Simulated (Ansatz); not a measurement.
Ansatz (an electronic-structure program) input (B3LYP-D3(BJ)/def2-TZVP):

Ansatz 0.2 input:
```yaml
crystal:
  periodic: [false, false, false]
  atoms:
    - {symbol: Zr, position_ang: [0.00000000, 0.00000000, 0.00000000]}
    - {symbol: I, position_ang: [0.00000000, 0.00000000, 2.73971683]}
    - {symbol: I, position_ang: [-0.00000000, -0.00000000, -2.73971683]}
basis:
  gaussian:
    orbitals: def2-TZVP
hamiltonian:
  xc: b3lyp
  dispersion: d3bj
magnetization: {spin_polarized: true, initial_magnetization: 2}
phonons: {temperatures: {t_min: 298.15, t_max: 298.15, t_step: 100}}
```

Output:

```
Functional definition: B3LYP
integrals: 0.07 GiB planned
1177 factors; their error is unknown
mean field: 0.84 GiB planned
mean field evaluation 1: about -17489.1311 eV, gradient 8.5e0 eV
mean field evaluation 2: about -17489.3417 eV, gradient 8.1e0 eV
mean field evaluation 4: about -17489.5670 eV, gradient 7.3e-1 eV
mean field evaluation 8: about -17490.0171 eV, gradient 8.5e-2 eV
mean field evaluation 16: about -17490.0172 eV, gradient 1.5e-5 eV
mean field -17490.01716803 eV, -642.7462757656 hartree, gradient 1.2e-5 eV, S^2 2.005973; 5 other end points of the search recorded, 0 dependent functions left out
the calculation of the forces begins
reference -17490.01738776 eV, -642.7462838406 hartree; 32, 30 occupied and 108, 110 virtual orbitals, 1177 factors
these checks for a lower state are left out or cut short: stability, starts, cluster_reference, orbital_swaps, neighbouring_geometries, increment
integrals: 0.07 GiB planned
1177 factors; their error is unknown
mean field: 0.84 GiB planned
mean field evaluation 32: about -17490.0168 eV, gradient 5.5e-1 eV
mean field -17490.01716821 eV, -642.7462757723 hartree, gradient 8.8e-7 eV, S^2 2.005973; 0 other end points of the search recorded, 0 dependent functions left out
the calculation of the forces begins
reference -17490.01738794 eV, -642.7462838473 hartree; 32, 30 occupied and 108, 110 virtual orbitals, 1177 factors
these checks for a lower state are left out or cut short: stability, starts, cluster_reference, orbital_swaps, neighbouring_geometries, increment
integrals: 0.07 GiB planned
1177 factors; their error is unknown
mean field: 0.84 GiB planned
mean field -17490.01716821 eV, -642.7462757723 hartree, gradient 8.9e-7 eV, S^2 2.005973; 0 other end points of the search recorded, 0 dependent functions left out
the calculation of the forces begins
reference -17490.01738794 eV, -642.7462838472 hartree; 32, 30 occupied and 108, 110 virtual orbitals, 1177 factors
these checks for a lower state are left out or cut short: stability, starts, cluster_reference, orbital_swaps, neighbouring_geometries, increment
integrals: 0.07 GiB planned
1177 factors; their error is unknown
mean field: 0.84 GiB planned
mean field -17490.01716821 eV, -642.7462757723 hartree, gradient 8.9e-7 eV, S^2 2.005973; 0 other end points of the search recorded, 0 dependent functions left out
the calculation of the forces begins
reference -17490.01738794 eV, -642.7462838472 hartree; 32, 30 occupied and 108, 110 virtual orbitals, 1177 factors
these checks for a lower state are left out or cut short: stability, starts, cluster_reference, orbital_swaps, neighbouring_geometries, increment
integrals: 0.07 GiB planned
1177 factors; their error is unknown
mean field: 0.84 GiB planned
mean field -17490.01716821 eV, -642.7462757723 hartree, gradient 8.8e-7 eV, S^2 2.005973; 0 other end points of the search recorded, 0 dependent functions left out
the calculation of the forces begins
reference -17490.01738794 eV, -642.7462838472 hartree; 32, 30 occupied and 108, 110 virtual orbitals, 1177 factors
these checks for a lower state are left out or cut short: stability, starts, cluster_reference, orbital_swaps, neighbouring_geometries, increment
integrals: 0.07 GiB planned
1177 factors; their error is unknown
mean field: 0.84 GiB planned
mean field evaluation 64: about -17490.0168 eV, gradient 5.5e-1 eV
mean field -17490.01711763 eV, -642.7462739135 hartree, gradient 2.0e-6 eV, S^2 2.005973; 0 other end points of the search recorded, 0 dependent functions left out
the calculation of the forces begins
reference -17490.01733736 eV, -642.7462819885 hartree; 32, 30 occupied and 108, 110 virtual orbitals, 1177 factors
these checks for a lower state are left out or cut short: stability, starts, cluster_reference, orbital_swaps, neighbouring_geometries, increment
integrals: 0.07 GiB planned
1177 factors; their error is unknown
mean field: 0.84 GiB planned
mean field -17490.01711763 eV, -642.7462739135 hartree, gradient 1.9e-6 eV, S^2 2.005973; 0 other end points of the search recorded, 0 dependent functions left out
the calculation of the forces begins
reference -17490.01733736 eV, -642.7462819885 hartree; 32, 30 occupied and 108, 110 virtual orbitals, 1177 factors
these checks for a lower state are left out or cut short: stability, starts, cluster_reference, orbital_swaps, neighbouring_geometries, increment
integrals: 0.07 GiB planned
1177 factors; their error is unknown
mean field: 0.84 GiB planned
mean field -17490.01716809 eV, -642.7462757678 hartree, gradient 2.1e-6 eV, S^2 2.005973; 0 other end points of the search recorded, 0 dependent functions left out
the calculation of the forces begins
reference -17490.01738782 eV, -642.7462838428 hartree; 32, 30 occupied and 108, 110 virtual orbitals, 1177 factors
these checks for a lower state are left out or cut short: stability, starts, cluster_reference, orbital_swaps, neighbouring_geometries, increment
integrals: 0.07 GiB planned
1177 factors; their error is unknown
mean field: 0.84 GiB planned
mean field -17490.01716809 eV, -642.7462757678 hartree, gradient 2.1e-6 eV, S^2 2.005973; 0 other end points of the search recorded, 0 dependent functions left out
the calculation of the forces begins
reference -17490.01738782 eV, -642.7462838428 hartree; 32, 30 occupied and 108, 110 virtual orbitals, 1177 factors
these checks for a lower state are left out or cut short: stability, starts, cluster_reference, orbital_swaps, neighbouring_geometries, increment
integrals: 0.07 GiB planned
1177 factors; their error is unknown
mean field: 0.84 GiB planned
mean field evaluation 96: about -17490.0168 eV, gradient 5.5e-1 eV
mean field -17490.01716809 eV, -642.7462757678 hartree, gradient 2.2e-6 eV, S^2 2.005973; 0 other end points of the search recorded, 0 dependent functions left out
the calculation of the forces begins
reference -17490.01738782 eV, -642.7462838428 hartree; 32, 30 occupied and 108, 110 virtual orbitals, 1177 factors
these checks for a lower state are left out or cut short: stability, starts, cluster_reference, orbital_swaps, neighbouring_geometries, increment
integrals: 0.07 GiB planned
1177 factors; their error is unknown
mean field: 0.84 GiB planned
mean field -17490.01716809 eV, -642.7462757678 hartree, gradient 2.1e-6 eV, S^2 2.005973; 0 other end points of the search recorded, 0 dependent functions left out
the calculation of the forces begins
reference -17490.01738782 eV, -642.7462838428 hartree; 32, 30 occupied and 108, 110 virtual orbitals, 1177 factors
these checks for a lower state are left out or cut short: stability, starts, cluster_reference, orbital_swaps, neighbouring_geometries, increment
integrals: 0.07 GiB planned
1177 factors; their error is unknown
mean field: 0.84 GiB planned
mean field -17490.01720491 eV, -642.7462771210 hartree, gradient 1.6e-6 eV, S^2 2.005976; 0 other end points of the search recorded, 0 dependent functions left out
the calculation of the forces begins
reference -17490.01742467 eV, -642.7462851970 hartree; 32, 30 occupied and 108, 110 virtual orbitals, 1177 factors
these checks for a lower state are left out or cut short: stability, starts, cluster_reference, orbital_swaps, neighbouring_geometries, increment
integrals: 0.07 GiB planned
1177 factors; their error is unknown
mean field: 0.84 GiB planned
mean field -17490.01707510 eV, -642.7462723505 hartree, gradient 1.1e-6 eV, S^2 2.005970; 0 other end points of the search recorded, 0 dependent functions left out
the calculation of the forces begins
reference -17490.01729480 eV, -642.7462804245 hartree; 32, 30 occupied and 108, 110 virtual orbitals, 1177 factors
WARN: phonons: modes at or below zero, which the zero-point energy, F, S and C_V leave out: 2, the lowest at -14.84 cm⁻¹ …
Total energy: -17490.23857083 eV, -642.7544121687 hartree
Atom 0 at     0.000000     0.000000     0.000000 Å, force     0.000000    -0.000000     0.000000 eV/Å
Atom 1 at     0.000000     0.000000     2.739717 Å, force    -0.000000     0.000000     0.000677 eV/Å
Atom 2 at    -0.000000    -0.000000    -2.739717 Å, force    -0.000000     0.000000    -0.000677 eV/Å
Dipole moment:    -0.000000     0.000000     0.000000 e Å
Vibrations: -14.84 -14.84 145.08 255.61 cm⁻¹, zero-point energy 0.024840 eV
```

The spin state was set by rule; other spins were not relaxed.
